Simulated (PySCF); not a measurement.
A geometry optimisation, step by step.

C₂H₉NSi.
Bonds: C1–C2, C2–N3, N3–Si4. Hydrogens: H5, H6, H7 on C1; H8, H9 on C2; H10 on N3; H11, H12, H13 on Si4.

Computed by this run: PBE0-D3(BJ)/def2-SVP geometry optimisation, gas phase in PySCF 2.14.0; density fitting, grid level 1; the optimiser is geomeTRIC in internal coordinates, started from a GFN2-xTB structure with every atom displaced at random (about 0.01 Å). The frame can shift and turn from step to step; on so coarse a grid that alone can change the energy by a few meV, and forces under 0.02 eV/Å are noise.

Step 0: E = -11575.7746 eV, largest atomic force 2.500 eV/Å
```
atom  x, y, z in Å  |  force x, y, z in eV/Å
C1      1.960    0.024    0.217   -2.129   1.169  -0.593
C2      0.537   -0.564    0.268    0.379   0.741   0.186
N3     -0.414    0.210   -0.519    2.296  -0.594   0.436
Si4    -2.034    0.348   -0.162   -1.661   0.283   0.067
H5      1.910    1.070    0.558    0.141  -0.004   0.055
H6      2.624   -0.516    0.829    1.197  -0.966   0.973
H7      2.320    0.047   -0.811    0.258  -0.117  -0.389
H8      0.603   -1.598   -0.080   -0.182  -0.529   0.043
H9      0.184   -0.563    1.322    0.103  -0.177  -0.247
H10    -0.100    0.288   -1.462    0.075   0.219  -0.887
H11    -2.163    0.824    1.231   -0.124   0.164   0.343
H12    -2.829   -0.906   -0.253   -0.221  -0.249  -0.019
H13    -2.593    1.318   -1.148   -0.131   0.061   0.031
```

Step 1: E = -11575.9347 eV, largest atomic force 0.532 eV/Å
```
atom  x, y, z in Å  |  force x, y, z in eV/Å
C1      1.894    0.178    0.358    0.378  -0.340   0.154
C2      0.584   -0.576    0.244   -0.061  -0.157  -0.138
N3     -0.362    0.102   -0.615   -0.119   0.031  -0.022
Si4    -2.051    0.257   -0.272   -0.029  -0.013   0.002
H5      1.734    1.186    0.763   -0.021   0.072   0.018
H6      2.613   -0.362    1.013   -0.244   0.211  -0.220
H7      2.366    0.278   -0.635    0.003   0.034   0.055
H8      0.780   -1.620   -0.096   -0.012   0.183   0.067
H9      0.124   -0.676    1.242    0.019   0.006   0.035
H10    -0.051    0.209   -1.577   -0.011  -0.004   0.097
H11    -2.232    0.764    1.126    0.046  -0.018  -0.018
H12    -2.850   -1.015   -0.367    0.005   0.012  -0.006
H13    -2.640    1.230   -1.242    0.046  -0.018  -0.025
```

Step 2: E = -11575.9398 eV, largest atomic force 0.084 eV/Å
```
atom  x, y, z in Å  |  force x, y, z in eV/Å
C1      1.902    0.176    0.353    0.055  -0.055   0.032
C2      0.589   -0.581    0.251   -0.074  -0.016   0.008
N3     -0.375    0.092   -0.593    0.045   0.004  -0.029
Si4    -2.066    0.257   -0.276    0.017  -0.031   0.052
H5      1.739    1.183    0.764    0.000   0.011  -0.006
H6      2.624   -0.356    0.995   -0.059   0.032  -0.030
H7      2.367    0.288   -0.641   -0.005   0.013  -0.002
H8      0.788   -1.617   -0.092   -0.010   0.014   0.002
H9      0.147   -0.686    1.258    0.019   0.010   0.007
H10    -0.061    0.204   -1.551   -0.003   0.026  -0.017
H11    -2.252    0.766    1.119    0.002  -0.007   0.005
H12    -2.876   -1.006   -0.384   -0.006   0.008  -0.005
H13    -2.619    1.235   -1.261    0.020  -0.009  -0.018
```

Step 3: E = -11575.9405 eV, largest atomic force 0.074 eV/Å
```
atom  x, y, z in Å  |  force x, y, z in eV/Å
C1      1.900    0.171    0.354   -0.052   0.049  -0.020
C2      0.580   -0.575    0.247    0.037   0.030  -0.025
N3     -0.371    0.103   -0.606   -0.006  -0.009   0.063
Si4    -2.059    0.251   -0.272   -0.016   0.021  -0.032
H5      1.742    1.183    0.759    0.002  -0.013  -0.010
H6      2.609   -0.361    1.004    0.040  -0.037   0.049
H7      2.375    0.277   -0.635   -0.006  -0.002  -0.014
H8      0.773   -1.612   -0.091    0.004  -0.050  -0.009
H9      0.134   -0.671    1.252    0.002   0.011  -0.004
H10    -0.059    0.219   -1.564    0.015   0.006  -0.003
H11    -2.235    0.754    1.126   -0.001  -0.005   0.005
H12    -2.863   -1.014   -0.379   -0.002  -0.003   0.004
H13    -2.618    1.227   -1.255   -0.017   0.001  -0.005
```

Step 4: E = -11575.9410 eV, largest atomic force under 0.02 eV/Å
```
atom  x, y, z in Å  |  force x, y, z in eV/Å
C1      1.901    0.172    0.353   -0.003   0.006  -0.009
C2      0.583   -0.576    0.250    0.001   0.002  -0.006
N3     -0.371    0.102   -0.599    0.000   0.000   0.012
Si4    -2.061    0.253   -0.274   -0.005   0.001  -0.007
H5      1.743    1.183    0.757   -0.001  -0.002  -0.003
H6      2.613   -0.360    1.003    0.009  -0.006   0.011
H7      2.372    0.277   -0.638    0.001  -0.001  -0.001
H8      0.775   -1.615   -0.088   -0.003  -0.009   0.000
H9      0.139   -0.672    1.256    0.001   0.004   0.002
H10    -0.057    0.220   -1.556    0.005   0.011   0.001
H11    -2.244    0.753    1.125    0.000  -0.002   0.001
H12    -2.867   -1.012   -0.386   -0.001   0.000   0.001
H13    -2.617    1.230   -1.258   -0.001  -0.002  -0.002
```

Step 5: E = -11575.9412 eV, largest atomic force under 0.02 eV/Å
```
atom  x, y, z in Å  |  force x, y, z in eV/Å
C1      1.903    0.170    0.352    0.002  -0.004  -0.006
C2      0.583   -0.575    0.252   -0.004  -0.008   0.000
N3     -0.371    0.105   -0.595    0.001   0.004  -0.002
Si4    -2.063    0.253   -0.276   -0.001  -0.008  -0.002
H5      1.748    1.183    0.752   -0.001   0.002   0.000
H6      2.614   -0.362    1.003   -0.002   0.003  -0.002
H7      2.373    0.271   -0.640    0.003  -0.003   0.003
H8      0.772   -1.615   -0.084   -0.005   0.003   0.003
H9      0.141   -0.668    1.260    0.002   0.002   0.002
H10    -0.055    0.227   -1.551    0.002   0.010   0.003
H11    -2.251    0.748    1.124   -0.001   0.001  -0.001
H12    -2.867   -1.013   -0.394    0.000   0.000   0.000
H13    -2.617    1.231   -1.260    0.002  -0.001   0.001
```

**Question.** Summarise the path.

**Answer.** The energy falls by 0.1666 eV from step 0 to step 5; nine tenths of that is first reached at step 1. It falls at every step. The largest force goes from 2.500 to under 0.02 eV/Å. Among the bonds N3–Si4 changes most, from 1.664 to 1.728 Å; the atoms move by 0.087 Å rms after alignment.

The cost below is that of the whole optimisation. Time: 32 s wall; peak memory 0.43 GiB. Hardware: one thread, Arm Neoverse N1 (aarch64), shared host with 64 logical CPUs at a one-minute load of 55.
